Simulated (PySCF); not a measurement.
# Assigning NMR signals

Structure with atom numbers: `[F:1]/[C:2]([SiH3:3])=[CH:4]\[C:5]([F:6])([F:7])[F:8]`. Each H is labelled by its parent atom.

- σ from GIAO-PBE0/pcSseg-1
- geometry from GFN2-xTB
- code: PySCF
- averaged over atoms made equivalent by symmetry, fast rotation or ring inversion, no solvent model, a single conformation, relativity neglected

Shifts are taken against calculated references (same method and geometry level): ¹³C (σ = 186.93 ppm) and ¹H (σ = 31.72 ppm) vs TMS.

(1) Assign these signals to the numbered atoms. ¹³C{¹H} NMR (computed): δ 182.9, 130.7, 123.7.

(2) Assign these signals to the numbered atoms. ¹H NMR (400 MHz, computed): δ 5.67 (m, 1H), 4.23 (m, 3H).

Answers

(1) 
| δ (ppm) | atoms | environment | reason |
| --- | --- | --- | --- |
| 182.9 | C2 | fully substituted alkene carbon | – |
| 130.7 | C5 | CF3 carbon | 3 electronegative neighbours deshield it |
| 123.7 | C4 | alkene CH | as expected for a trigonal carbon in a double bond |

(2) 
5.67 → H(C4), hydrogen on an alkene CH: olefinic region
4.23 → H(Si3), hydrogen on a silicon bonded to C

Splittings by ¹⁹F in the carbon and heteronuclear signals aren't shown, as no couplings were computed. Shifts are as computed. Against solution values, carbons near 30 ppm lie about +3 ppm off and those near 130 ppm about +5 ppm. Of 1309 compounds with measured shifts, 239 miss one by over three times the rms of a fit or turn the order of signals round; such compounds aren't used in these exercises. Multiplicities follow the n + 1 count of equivalent neighbours, as no J values were calculated; m marks all less simple cases, F and P coupling included.
